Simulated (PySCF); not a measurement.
C2H8OSi

The system: C2H8OSi, a small molecule; neutral, singlet. The structure, one conformer, was relaxed in the gas phase by PBE0-D3(BJ)/def2-SVP. No frequency run checks that it is a minimum.

SMILES: C[SiH](C)O

```xyz
12

Si    0.032   -0.032    0.538
C     0.696    1.239   -0.671
C    -0.341   -1.650   -0.310
O    -1.414    0.476    1.214
H     1.057   -0.238    1.616
H     0.958    2.183   -0.169
H    -0.047    1.463   -1.453
H     1.607    0.864   -1.165
H    -1.074   -1.509   -1.120
H    -0.756   -2.379    0.402
H     0.574   -2.081   -0.746
H    -1.394    1.312    1.688
```
Atom numbers follow the order of the file, from 1.

Shieldings: GIAO PBE0/pcSseg-2. Shifts are against computed references at the same level: C TMS (σ 184.1 ppm), H TMS (σ 31.24 ppm), Si TMS (σ 341.3 ppm). Core levels by delta-SCF with SCAN, pcX-2 on the ionised atom and pcseg-1 elsewhere, spin-free X2C (2p3/2 is the spin-free 2p value less a third of a first-order spin-orbit splitting); from the vacuum level, for chosen atoms.

(1) Give the NMR and core-level values of the distinct atoms.

(2) By CAM-B3LYP/def2-SVPD (TDDFT singlets, Tamm-Dancoff triplets, ionisation by delta-SCF), where does absorption start, and what does vertical ionisation take?

Answers

(1) 
| atoms | bonded to | σ (ppm) | δ (ppm) | core level (eV) |
| --- | --- | --- | --- | --- |
| Si1 | 2 C + 1 O + 1 H | 334.8 | 6.5 | 2p3/2 106.83 |
| C2 | 1 Si + 3 H | 182.3 | 1.8 | 1s 290.16 |
| C3 | 1 Si + 3 H | 185.4 | -1.2 | 1s 290.12 |
| O4 | 1 Si + 1 H | 289.6 | - | 1s 538.25 |
| H5 | 1 Si | 26.06 | 5.19 | - |
| H6 H7 H8 | 1 C | 31.08 | 0.16 | - |
| H9 H10 H11 | 1 C | 31.03 | 0.21 | - |
| H12 | 1 O | 30.72 | 0.53 | - |

Values are those of this one static structure, with the three H of a rotating XH3 group averaged; atoms that internal rotation interchanges would show their mean in an NMR spectrum.

(2) The lowest singlet lies at 7.33 eV (f 0.017), the strongest of the first 6 at 8.55 eV (f 0.090), the lowest triplet at 7.02 eV; vertical ionisation takes 10.61 eV.
